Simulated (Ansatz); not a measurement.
Geometry optimisation, RHF/def2-SVP in Ansatz 0.2.0.

Input:

```yaml
crystal:
  periodic: [false, false, false]
  atoms:
    - { symbol: C, position_ang: [-2.0878, 1.4604, -0.3338] }
    - { symbol: C, position_ang: [-1.1511, 0.758, 0.3831] }
    - { symbol: C, position_ang: [-0.1811, 0.038, 0.7345] }
    - { symbol: C, position_ang: [1.1039, -0.7817, 0.8293] }
    - { symbol: Si, position_ang: [1.8151, -1.2256, -0.8179] }
    - { symbol: O, position_ang: [-0.9749, 0.5565, 1.7317] }
    - { symbol: H, position_ang: [-1.9192, 1.4543, -1.4176] }
    - { symbol: H, position_ang: [-3.1002, 1.1261, -0.1667] }
    - { symbol: H, position_ang: [-2.1223, 2.5762, -0.0106] }
    - { symbol: H, position_ang: [0.7768, -1.7233, 1.3729] }
    - { symbol: H, position_ang: [1.7673, -0.288, 1.4767] }
    - { symbol: H, position_ang: [2.97314, -2.13748, -0.61432] }
    - { symbol: H, position_ang: [0.82184, -1.93421, -1.55591] }
    - { symbol: H, position_ang: [2.22568, -0.02398, -1.56853] }
basis:
  gaussian: { orbitals: def2-SVP }
hamiltonian:
  xc: hf
relax:
  f_tol: 0.015
  max_steps: 40
```

Run as:

```bash
$ ansatz run input.yaml --threads 2 --pin off --max-ram 3072MiB --backend cpu --events-out ev --progress --plain --runs-dir out
```

Where does it end, and by what steps?

The run converged. After 8 steps the energy has fallen by 0.731 eV; O6 moved furthest, 0.15 Å.

| step | energy less start (eV) | largest force component (eV/Å) | accepted |
| --- | --- | --- | --- |
| 0 | 0.0000 | 5.031 | yes |
| 1 | -0.6076 | 2.248 | yes |
| 2 | -0.7259 | 0.228 | yes |
| 3 | -0.7301 | 0.052 | yes |
| 4 | -0.7308 | 0.041 | yes |
| 5 | -0.7310 | 0.033 | yes |
| 6 | -0.7310 | 0.052 | no |
| 7 | -0.7312 | 0.017 | yes |
| 8 | -0.7314 | 0.010 | yes |

```xyz
14
Properties=species:S:1:pos:R:3
C -2.096 1.497 -0.374
C -1.119 0.753 0.431
C -0.153 0.049 0.804
C 1.045 -0.797 0.857
Si 1.784 -1.231 -0.839
O -1.017 0.580 1.869
H -1.859 1.423 -1.434
H -3.096 1.098 -0.200
H -2.094 2.547 -0.077
H 0.796 -1.722 1.387
H 1.804 -0.294 1.463
H 2.973 -2.088 -0.629
H 0.790 -1.961 -1.660
H 2.188 0.002 -1.554
```

Run time: 29 s on 2 threads of Intel(R) Xeon(R) Platinum 8375C CPU @ 2.90GHz (Ice Lake), on a shared host, peak memory 0.31 GiB.
